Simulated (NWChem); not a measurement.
Lowest excitation of H2BCl

SMILES: BCl
```xyz
4

B      0.0000     0.0000     1.1839
H     -1.0601     0.0000     1.7525
H      1.0601     0.0000     1.7525
Cl     0.0000     0.0000    -0.5544
```
Charge 0, spin multiplicity 1.

Everything below was run with NWChem. Structure: optimised with PBE0/def2-SVP, a minimum by its harmonic frequencies.

Basis set: aug-cc-pVDZ.

```tsv
method	lowest vertical singlet excitation energy (eV)	relative cost	difference from EOM-CCSD
TDA-LDA (SVWN5)	4.37	1	-0.93
TD-PBE	4.52	under 3	-0.77
EOM-CCSD	5.29	3	0.00
CIS	6.16	3	+0.86
TD-B3LYP	4.89	4	-0.40
```

The values span 1.79 eV, from TDA-LDA (SVWN5) (lowest) to CIS (highest). Relative cost: rough, from shared machines, SCF included, TDA-LDA (SVWN5) = 1.

The correlated methods keep 6 core orbitals frozen. B3LYP has NWChem's definition, with VWN1-RPA local correlation. The structure started from a generated list of species. Coupled-cluster values serve here as a point of comparison, not as the truth.
